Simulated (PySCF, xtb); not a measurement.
C3H9AlO, SMILES [OH][AlH][CH2]CC.

GFN2-xTB run with xtb 6.7.1 at its own geometry gives an orbital gap of 4.31 eV and a dipole moment of 1.30 D.

Coordinates come from a B3LYP-D3(BJ)/def2-SVP optimisation. The structure was generated by enumeration; whether it is a known compound was not checked. The values are those of a single conformer.

Problem. What does PBE/def2-TZVP in PySCF give? (The exact figures need the calculation; the answer reports its results.)

Solution. gap 5.02 eV (levels -6.30 and -1.28 eV), dipole 0.51 D.
